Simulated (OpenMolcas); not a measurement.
Co6+, Rh6+, Ir6+: d³ down the group

```yaml
Program: OpenMolcas 26.06
Method: MS-CASPT2, IPEA 0.25 Eh, imaginary shift 0.1 Eh
Basis: ANO-RCC-VQZP
Scalar_Hamiltonian: DKH2, point nucleus
Spin-orbit_coupling: RASSI with atomic mean-field integrals over the reference wave functions, term energies averaged over their components
```

Active space for each ion: 3 electrons in 5 orbitals (d); closed shells correlated by CASPT2: Co6+ 3s 3p; Rh6+ 4s 4p; Ir6+ 5s 5p.

Computed levels in cm-1 above ⁴F_3/2:

```
                               Level   Co6+   Rh6+   Ir6+
                              ⁴F_5/2    729   1802   7960
                              ⁴F_7/2   1700   3930  13920
                              ⁴F_9/2   2870   6190  17480
                              ⁴P_1/2  21880  15220  19740
                              ⁴P_5/2  23030  17960  29240
                              ²G_7/2  23560  17700  27090
                              ²G_9/2  24510  18890  43970
                              ²P_3/2  30150  27930  47830
                              ²P_1/2  30560  22770  34420
weight of ⁴F in the lowest level (%)    100     97     80
```

Mixed levels, with the weight of the term that names them: Co6+ ²P_3/2 (54 %), Rh6+ ²G_9/2 (69 %), Rh6+ ²P_3/2 (54 %), Ir6+ ⁴F_9/2 (51 %), Ir6+ ⁴P_1/2 (68 %), Ir6+ ²G_9/2 (57 %), Ir6+ ²P_3/2 (56 %), Ir6+ ²P_1/2 (68 %).

Measured, with the error of the calculation in %. Measured levels: Co6+ from Sugar and Corliss, J. Phys. Chem. Ref. Data 10, 1097 (1981).

```json
{"Level": "⁴F_5/2", "Co6+": "698 (+4.4)"}
{"Level": "⁴F_7/2", "Co6+": "1610 (+5.6)"}
{"Level": "⁴F_9/2", "Co6+": "2723 (+5.5)"}
{"Level": "⁴P_1/2", "Co6+": "21096 (+3.7)"}
{"Level": "⁴P_5/2", "Co6+": "22187 (+3.8)"}
```

The fine-structure level ⁴F_9/2 changes by a factor of 6.09 from Co6+ to Ir6+.

Without spin-orbit coupling ⁴P lies 20950, 13260, 12630 cm-1 above ⁴F in that order; the difference to the level ⁴P_1/2, of either sign, comes from spin-orbit coupling, which also lowers the zero.

Term energies are means over components that CASPT2 splits; among the terms shown or strongly mixed into the levels shown the widest spread is 710 cm-1 (3d³ ⁴F, Co6+). Measured partners are found by configuration, term and J. A level has none where our copy of the source lacks it or the pairing is in doubt (some pairs that miss far off the trend of their configuration count as doubtful), and it then counts in no deviation. Only configurations of the active space appear.
